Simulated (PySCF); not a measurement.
## Scandium: a sound run and one with changed settings

Sound run: Sc [Ar] 3d1 4s2, Sc⁺ [Ar] 3d1 4s1. Calculation: PySCF 2.14, in 6-31G*; the non-relativistic Hamiltonian (point nucleus). In the sound run the correlated levels freeze [Ar]. The sound run starts from symmetry-adapted Hartree-Fock orbitals and uses a fine grid where one is needed.

Changed run: the spin-free X2C one-electron Hamiltonian (Gaussian nucleus). This setting is unsound on purpose.

| species | method | sound run (hartree) | changed run (hartree) | converged |
| --- | --- | --- | --- | --- |
| Sc | UHF | -759.67571 | -762.72175 | yes |
| Sc | M06-L | n/a | -763.56208 | no |
| Sc | LDA | -758.59903 | -761.64470 | yes |
| Sc | MP2 | -759.69640 | -762.74249 | yes |
| Sc⁺ | UHF | -759.47888 | -762.52380 | yes |
| Sc⁺ | M06-L | n/a | -763.32083 | no |
| Sc⁺ | LDA | -758.35670 | -761.40103 | yes |
| Sc⁺ | MP2 | -759.48027 | -762.52519 | yes |

Ionisation energy of Sc:

| method | sound run (eV) | changed run (eV) |
| --- | --- | --- |
| UHF | 5.356 | 5.386 |
| LDA | 6.594 | 6.631 |
| MP2 | 5.881 | 5.913 |
| SCS-MP2 | 5.987 | 6.019 |

Most of the change in total energy is the relativistic energy itself. On top of that the contraction fixes the core shape for the Hamiltonian it was made with, so the changed run is not a good calculation with the other Hamiltonian either.

For comparison, NIST gives 6.561 eV between the lowest levels.
